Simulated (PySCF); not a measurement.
# Mo⁺: excitation energy

Mo⁺ [Kr] 4d5 (6S) → Mo⁺ [Kr] 4d4 5s1, s spin flipped, as a difference of total energies. All numbers are calculated (PySCF 2.14, scalar relativity through the core potential, in def2-QZVPPD with the def2 core potential (28 electrons) (7s5p4d3f2g, 81 functions)). Correlated levels: valence and next inner shell: nothing frozen outside the core potential. The calculations carry no spin-orbit coupling.

```
                                method  excitation energy (cm⁻¹)
                                   UHF                     21977
    MP2 (valence and next inner shell)                     21264
SCS-MP2 (valence and next inner shell)                     17893
```

The upper determinant mixes two multiplicities, so it lies between the two terms.

The coupled-cluster amplitudes are large for the upper state (T1 above 0.03 or a double amplitude above 0.15), so a single reference is strained.
